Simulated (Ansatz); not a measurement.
C2H6SiTe can be A, `C=C([SiH3])[TeH]`, or B, `[TeH][SiH]1CC1`.

Gas-phase electronic energies from Ansatz, PBE0-D4/def2-TZVP geometries. CCSD(T)/CBS is the MP2 limit (def2-TZVPP, def2-QZVPP) plus CCSD(T) − MP2 in def2-TZVPP, frozen cores. Functionals use def2-TZVPP. B3LYP here is the variant with VWN-RPA as its local correlation; programs differ in this. Elements past krypton have def2 core potentials. For Te outer-core shells are correlated without core-valence functions, which leaves a few kJ/mol of doubt a bond.

**Question.** Which isomer does CCSD(T)/CBS put lower? Give the gap. (Best estimate.)

**Answer.** Ansatz gave: B, by 52.8 kJ/mol.

**Question.** Give E(B) − E(A) in kJ/mol with B3LYP, PBE-D4, B2PLYP, CCSD/def2-TZVPP, PBE0-D4, CCSD(T)/def2-SVP, LDA (SPW92). (Best estimate.)

**Answer.** The calculation gave: B3LYP -49.9, PBE-D4 -70.7, B2PLYP -50.6, CCSD/def2-TZVPP -49.3, PBE0-D4 -77.5, CCSD(T)/def2-SVP -48.0, LDA (SPW92) -89.0. None reverses the order clearly.

**Question.** Does the order hold for the free energy at 298.15 K (harmonic terms from PBE0-D4)? (An estimate is asked.)

**Answer.** Computed: Yes: G(B) − G(A) = -36.0 kJ/mol.

Largest T1 diagnostic: 0.012.

From PBE to PBE0 (25 % exact exchange), in def2-TZVPP and without D4, E(B) − E(A) moves by −6.4 kJ/mol. Leaving LDA and LC-ωPBE aside and taking each functional with its dispersion term where it has one, the values, not all of them listed here, spread over 41.9 kJ/mol, from PBE0-D4 to BLYP-D4. LDA lies −15.7 kJ/mol from PBE without D4.
